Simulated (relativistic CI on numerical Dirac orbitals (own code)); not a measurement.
Ti20+: q coefficients and field-shift factors

Calculated at this level of theory: Dirac-Coulomb-Breit CI, orbitals from a KLI potential per configuration, derivatives by finite differences, unscaled Slater integrals, QED left out (own radial code, finite nucleus).

Configuration list: 1s2, 1s.2s, 1s.2p. Levels of other configurations are missing.

With x = (α/α₀)² − 1 an excitation energy changes as ω = ω₀ + qx; K = 2q/ω₀ is the relative enhancement. Terms are leading LS components, so labels can repeat. The field-shift factor is F = δν/δ⟨r²⟩ for the transition from the lowest level.

Lowest level 1s2 1S_0.

```json
{"Level": "1s.2s 3S_1", "ω₀ (cm⁻¹)": "37927797", "q (cm⁻¹)": "191700", "K": "0.0101", "F (GHz/fm²)": "-340"}
{"Level": "1s.2p 3P°_0", "ω₀ (cm⁻¹)": "38121499", "q (cm⁻¹)": "208700", "K": "0.0109", "F (GHz/fm²)": "-393"}
{"Level": "1s.2p 3P°_1", "ω₀ (cm⁻¹)": "38132090", "q (cm⁻¹)": "213000", "K": "0.0112", "F (GHz/fm²)": "-393"}
{"Level": "1s.2s 1S_0", "ω₀ (cm⁻¹)": "38137737", "q (cm⁻¹)": "202700", "K": "0.0106", "F (GHz/fm²)": "-342"}
{"Level": "1s.2p 3P°_2", "ω₀ (cm⁻¹)": "38187086", "q (cm⁻¹)": "275300", "K": "0.0144", "F (GHz/fm²)": "-393"}
{"Level": "1s.2p 1P°_1", "ω₀ (cm⁻¹)": "38319157", "q (cm⁻¹)": "261900", "K": "0.0137", "F (GHz/fm²)": "-391"}
```

At this charge energies of transitions that change n are usually good to better than 1 %, and those within a shell (Δn = 0) to a few per cent.
